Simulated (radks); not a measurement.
Ionisation of the antimony ion Sb2+, [Kr] 4d10 5s2 5p1, to [Kr] 4d10 5s2 as the strength of local exchange is varied. All-electron calculation, scalar-relativistic Kohn-Sham, Slater X-alpha exchange (alpha = 2/3 is LDA exchange), no correlation, spin-polarised, spherical densities, finite nucleus; open shells are filled with parallel spins first (spin-orbit coupling, left out, can overturn this in heavy ions); Fermi nuclear charge, rms radius 4.6802 fm. Program: a radial shooting solver on a logarithmic mesh with Libxc functionals.

[
 {"alpha": "0.667", "E(Sb2+) (hartree)": "-6470.17659", "exchange (hartree)": "-159.29042", "IE (eV)": "23.860", "-e of the level emptied (eV)": "19.733 (5p)", "<r> of it (bohr)": "2.510"},
 {"alpha": "0.742", "E(Sb2+) (hartree)": "-6488.15392", "exchange (hartree)": "-177.66811", "IE (eV)": "24.701", "-e of the level emptied (eV)": "20.574 (5p)", "<r> of it (bohr)": "2.470"},
 {"alpha": "0.775", "E(Sb2+) (hartree)": "-6496.07893", "exchange (hartree)": "-185.78408", "IE (eV)": "25.076", "-e of the level emptied (eV)": "20.950 (5p)", "<r> of it (bohr)": "2.454"},
 {"alpha": "0.921", "E(Sb2+) (hartree)": "-6531.25094", "exchange (hartree)": "-221.90928", "IE (eV)": "26.766", "-e of the level emptied (eV)": "22.651 (5p)", "<r> of it (bohr)": "2.382"},
 {"alpha": "0.98", "E(Sb2+) (hartree)": "-6545.51508", "exchange (hartree)": "-236.60872", "IE (eV)": "27.464", "-e of the level emptied (eV)": "23.357 (5p)", "<r> of it (bohr)": "2.355"}
]

NIST Atomic Spectra Database: 25.324 eV (measured). The Delta-SCF value meets it near alpha = 0.80. Open shells are spherical and high-spin; term and fine-structure splittings are not resolved. Spin-orbit splitting is averaged out at the scalar-relativistic level.
